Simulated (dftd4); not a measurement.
BrPb, charge +1, singlet, at a GFN2-xTB geometry (such geometries of metal compounds can be far from the true shape); dftd4 4.2.0 with D4 for tpss.

Input for dftd4:
```
$ dftd4 mol.xyz --func tpss --charge 1 --json dftd4.json --noedisp --property

# file mol.xyz
2

Pb    -0.00000000    -0.00000000    -0.73931040
Br     0.00000000     0.00000000     1.73209864
```

Question: Predict the main parts of the log of this dftd4 run.

Answer: 
```
                    ____  _____ _____     ____  _  _
      -------------|  _ \|  ___|_   _|---|  _ \| || |------------
     |             | | | | |_    | | ___ | | | | || |_           |
     |             | |_| |  _|   | ||___|| |_| |__   _|          |
     |             |____/|_|     |_|     |____/   |_|            |
     |             ===================================           |
     |            E. Caldeweyher, S. Ehlert & S. Grimme          |
     |          Mulliken Center for Theoretical Chemistry        |
     |                    University of Bonn                     |
      -----------------------------------------------------------

Rational (Becke-Johnson) damping: tpss-D4-ATM
---------------------
  s6         1.0000
  s8         1.7660
  s9         1.0000
  a1         0.4282
  a2         4.5426
 alp        16.0000
--------------------

Atomic data, radii in Ångström:
------------------------------------------------------
   Z          R(cov)      r4/r2   hardness         EN
------------------------------------------------------
  82 Pb       1.7333     3.8442     0.1427     2.3300
  35 Br       1.5200     2.4294     0.4345     2.9600
------------------------------------------------------

Atomic reference systems (in atomic units):
----------------------------------------------------------------------------
   Z        #      CN     q+Z       C6(AA)   #      CN     q+Z       C6(AA)
----------------------------------------------------------------------------
  82 Pb     1  0.0000 22.0000     750.7677   2  0.9027 22.1145     606.3468
            3  1.8633 22.1676     505.6904   4  2.7995 22.1827     483.4891
            5  3.7644 22.1783     418.2787
  35 Br     1  0.0000 35.0000     167.8010   2  0.8714 34.8551     184.6349
----------------------------------------------------------------------------

Atomic properties (in atomic units):
----------------------------------------------------------------------------
     #    Z              CN          q      C6(AA)        C8(AA)   alpha(0)
----------------------------------------------------------------------------
     1   82 Pb       0.8862     0.9278    571.2145    90432.5170    52.0765
     2   35 Br       0.8862     0.0722    178.6389    11295.1560    21.5638
----------------------------------------------------------------------------

Molecular properties (in atomic units):
----------------------------------------
 molecular C6                1371.2801
 molecular C8              163901.9477
----------------------------------------

Dispersion energy:      -2.1251942361228E-03 Eh

[Info] JSON dump of results written to 'dftd4.json'
```
